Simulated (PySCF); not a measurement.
## A thermochemical cycle for LiHg

PBE0 in PySCF with def2-SVPD on every atom (core potentials on Hg), for the lowest determinant that a PBE0 search found; no spin–orbit coupling. LiHg, a doublet (σ ↑), has De = 0.12 eV to neutral atoms, and LiHg⁺, a singlet (closed shell), has De = 0.56 eV to Li⁺ + Hg.

At the same level the Li atom ionises at 5.48 eV.

Q: What is the adiabatic ionisation energy of the molecule, and does ionisation strengthen or weaken the bond?

A: IE = IE(Li) + De(neutral) − De(ion) = 5.48 + 0.12 − 0.56 = 5.04 eV. De changes by +0.44 eV, so ionisation strengthens the bond.

Closed-shell solutions of metal pairs were not tested for spin polarisation, which can lower them a little. Weak bonds: LiHg. Basis-set superposition, not corrected here, can be much of De in a small basis, most of all at correlated wavefunction levels. Spin–orbit coupling is left out. For an ion De counts to the pair picked by the measured ionisation energies or electron affinities, which need not be the lowest pair at this level. States were picked by a PBE0 search and need not be the measured ground states.
